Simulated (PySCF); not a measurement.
F₄H₂NTa, SMILES [Ta]([F])([F])([F])([NH2])[F], multiplicity 1.

The structure is a stationary point at B3LYP-D3(BJ)/def2-SVP. The multiplicity is an assumed one; no other spin state was optimised. The structure was generated by enumeration; whether it is a known compound was not checked. The def2 effective core potentials stand for the cores of Ta; spin–orbit coupling is left out. Other conformers were not sampled.

The numbers are results of TDA-PBE/def2-SVPD (PySCF), not measurements.

Vertical excitations. The molecule is in vacuum. State labels are in the subgroup C2v.

Task: Give excitation energies, oscillator strengths and character. (The exact figures need the calculation; the answer reports its results.)

Result: 
| state | symmetry | energy (eV) | λ (nm) | f | main pairs |
|---|---|---|---|---|---|
| S1 | A2 | 4.13 | 301 | 0.000 | HOMO→LUMO 100 % |
| S2 | B1 | 4.71 | 263 | 0.003 | HOMO→LUMO+1 100 % |
| S3 | B2 | 6.08 | 204 | 0.008 | HOMO→LUMO+2 99 % |
| S4 | B2 | 6.42 | 193 | 0.003 | HOMO−1→LUMO 97 % |
| S5 | B2 | 6.65 | 186 | 0.031 | HOMO→LUMO+4 99 % |
| S6 | A1 | 6.69 | 185 | 0.000 | HOMO−3→LUMO 84 % |
| S7 | B1 | 6.71 | 185 | 0.017 | HOMO−2→LUMO 83 % |
| S8 | A2 | 6.80 | 182 | 0.000 | HOMO−4→LUMO 98 % |
| S9 | A1 | 6.92 | 179 | 0.000 | HOMO−5→LUMO 80 %, HOMO−1→LUMO+1 17 % |
| S10 | A2 | 7.07 | 175 | 0.000 | HOMO−2→LUMO+1 50 %, HOMO−7→LUMO 50 % |
| T1 | A2 | 4.03 | 308 | 0 | HOMO→LUMO 100 % |
| T2 | B1 | 4.60 | 269 | 0 | HOMO→LUMO+1 100 % |
| T3 | A1 | 5.53 | 224 | 0 | HOMO→LUMO+3 99 % |
| T4 | B2 | 5.68 | 218 | 0 | HOMO→LUMO+2 100 % |
Triplets are in the Tamm–Dancoff approximation.
